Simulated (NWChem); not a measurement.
Species: CH$_{4}$F$_{2}$NTa; SMILES [Ta]([F])([CH3])([F])=[NH]

Not confirmed as a minimum by frequencies. def2 effective core potentials on Ta; no spin-orbit coupling.

Give the equilibrium geometry at PBE0/def2-SVP with def2 effective core potentials on Ta (NWChem) as a list of bonds and angles, with the point group.

point group Cs; any orientation.
Bond lengths (Å): Ta1–N2 1.757, Ta1–F4 1.889, Ta1–F5 1.889, Ta1–C6 2.144, N2–H3 1.012, C6–H7 1.103, C6–H8 1.103, C6–H9 1.105. Angles (°): N2–Ta1–F4 110.2, N2–Ta1–F5 110.2, N2–Ta1–C6 102.5, F4–Ta1–F5 118.3, F4–Ta1–C6 107.2, F5–Ta1–C6 107.2, Ta1–N2–H3 175.7, Ta1–C6–H7 111.1, Ta1–C6–H8 111.1, Ta1–C6–H9 109.9, H7–C6–H8 107.4, H7–C6–H9 108.6, H8–C6–H9 108.6.
